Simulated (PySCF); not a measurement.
H2O4S, charge +1, multiplicity 2. Atoms are numbered in the order given.

```xyz
7

O      0.0000     1.1569    -0.9926
S      0.0000     0.0000     0.0724
O      1.1818     0.0000     0.9916
O     -1.1818     0.0000     0.9916
O      0.0000    -1.1569    -0.9926
H      0.0000     2.0576    -0.5707
H      0.0000    -2.0576    -0.5707
```
Charge +1, spin multiplicity 2.

Geometry optimised at PBE-D3(BJ)/def2-SVP. The spin state was assumed, not searched. The values are those of a single conformer.

Computed with PBE-D3(BJ)/def2-SVP in PySCF 2.14.0.

Frequencies are harmonic and unscaled.

```json
[
 {"mode": "1", "ν (cm⁻¹)": "161", "IR (km/mol)": "0.0", "moving atoms (share of kinetic energy)": "H 71 %, O 29 %"},
 {"mode": "2", "ν (cm⁻¹)": "302", "IR (km/mol)": "0.0", "moving atoms (share of kinetic energy)": "O 80 %, H 20 %"},
 {"mode": "3", "ν (cm⁻¹)": "324", "IR (km/mol)": "14.0", "moving atoms (share of kinetic energy)": "O 93 %"},
 {"mode": "4", "ν (cm⁻¹)": "373", "IR (km/mol)": "18.7", "moving atoms (share of kinetic energy)": "O 64 %, S 35 %"},
 {"mode": "5", "ν (cm⁻¹)": "415", "IR (km/mol)": "49.3", "moving atoms (share of kinetic energy)": "O 66 %, S 24 %, H 9 %"},
 {"mode": "6", "ν (cm⁻¹)": "428", "IR (km/mol)": "264.7", "moving atoms (share of kinetic energy)": "H 97 %"},
 {"mode": "7", "ν (cm⁻¹)": "451", "IR (km/mol)": "0.1", "moving atoms (share of kinetic energy)": "O 69 %, S 19 %, H 12 %"},
 {"mode": "8", "ν (cm⁻¹)": "815", "IR (km/mol)": "33.9", "moving atoms (share of kinetic energy)": "O 94 %"},
 {"mode": "9", "ν (cm⁻¹)": "871", "IR (km/mol)": "226.0", "moving atoms (share of kinetic energy)": "O 62 %, S 22 %, H 17 %"},
 {"mode": "10", "ν (cm⁻¹)": "913", "IR (km/mol)": "13.7", "moving atoms (share of kinetic energy)": "O 69 %, S 31 %"},
 {"mode": "11", "ν (cm⁻¹)": "1066", "IR (km/mol)": "65.5", "moving atoms (share of kinetic energy)": "H 76 %, O 20 %"},
 {"mode": "12", "ν (cm⁻¹)": "1078", "IR (km/mol)": "6.9", "moving atoms (share of kinetic energy)": "H 70 %, S 21 %, O 9 %"},
 {"mode": "13", "ν (cm⁻¹)": "1122", "IR (km/mol)": "177.1", "moving atoms (share of kinetic energy)": "O 53 %, S 35 %, H 12 %"},
 {"mode": "14", "ν (cm⁻¹)": "3506", "IR (km/mol)": "855.7", "moving atoms (share of kinetic energy)": "H 94 %"},
 {"mode": "15", "ν (cm⁻¹)": "3517", "IR (km/mol)": "0.7", "moving atoms (share of kinetic energy)": "H 94 %"}
]
```
